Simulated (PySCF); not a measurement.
MoO₂Br + HF → MoO₂F + HBr

Level: PBE0 in the def2-TZVP basis family, computed in PySCF with density fitting; scalar-relativistic core potentials for atoms from Rb on, none lighter, no spin–orbit coupling; open shells unrestricted.

```json
{"species": "MoO₂Br", "state and structure": "doublet, Cs, Mo–Br 2.405 Å, Mo–O 1.673 Å (×2); Br–Mo–O 118.1° (×2), O–Mo–O 111.3°", "E (Eh)": "-2792.51821", "ZPE (kJ/mol)": "17.9", "H(298 K) − H(0) (kJ/mol)": "15.7", "S° (J/(mol K))": "332.7"}
{"species": "HF", "state and structure": "singlet, C∞v, H–F 0.920 Å", "E (Eh)": "-100.39188", "ZPE (kJ/mol)": "24.9", "H(298 K) − H(0) (kJ/mol)": "8.7", "S° (J/(mol K))": "173.6"}
{"species": "MoO₂F", "state and structure": "doublet, Cs, Mo–F 1.854 Å, Mo–O 1.673 Å (×2); F–Mo–O 118.4° (×2), O–Mo–O 110.2°", "E (Eh)": "-318.44547", "ZPE (kJ/mol)": "21.0", "H(298 K) − H(0) (kJ/mol)": "14.4", "S° (J/(mol K))": "308.5"}
{"species": "HBr", "state and structure": "singlet, C∞v, H–Br 1.421 Å", "E (Eh)": "-2574.45811", "ZPE (kJ/mol)": "16.0", "H(298 K) − H(0) (kJ/mol)": "8.7", "S° (J/(mol K))": "198.5"}
```

**Question.** What is the electronic reaction energy?

**Answer.** At PBE0/def2-TZVP, ΔE = 17.1 kJ/mol from the differences of the total energies times 2625.5, uphill. Ligand exchange with HF takes part in thermal etching.

**Question.** Add zero-point, thermal and entropy terms for 298.15 K and 1 bar.

**Answer.** ΔZPE = -5.8 and Δ[H(298) − H(0)] = -1.3 kJ/mol give ΔH° = 10.0 kJ/mol. ΔS° = 0.7 J/(mol K), so ΔG° = 10.0 − 298.15 × (0.0007) = 10 kJ/mol and log₁₀K = -1.7.

Open d or f shells are single determinants, so the state found may not be the ground state. The structures come from searches over a few start shapes, so lower isomers are not excluded.
